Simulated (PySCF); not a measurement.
# Germanium: a sound run and one with changed settings

Sound run: Ge⁺ [Ar] 3d10 4s2 4p1, Ge²⁺ [Ar] 3d10 4s2. Calculation: PySCF 2.14, in x2c-TZVPall (6s5p4d1f, 48 functions); the spin-free X2C one-electron Hamiltonian (Gaussian nucleus). The sound run starts from symmetry-adapted Hartree-Fock orbitals and uses a fine grid where one is needed.

A second run was set up differently.

| species | method | sound run (hartree) | changed run (hartree) | converged |
| --- | --- | --- | --- | --- |
| Ge⁺ | UHF | -2096.77574 | -2096.77082 | no |
| Ge⁺ | LDA | -2095.12838 | -2095.06695 | no |
| Ge⁺ | M06-2X | -2098.49614 | -2098.49096 | no |
| Ge²⁺ | UHF | -2096.21719 | -2096.21380 | no |
| Ge²⁺ | LDA | -2094.54589 | -2094.47704 | no |
| Ge²⁺ | M06-2X | -2097.92266 | -2097.91752 | no |

Task: What was changed?
A. a valence shell is frozen
B. too few SCF iterations
C. angular grid far too coarse
D. radial grid too coarse

Result: B. It used initial guess minao, at most 2 SCF cycles. The SCF was stopped early; the energies are upper bounds that still move, and correlated levels were skipped or rest on poor orbitals.
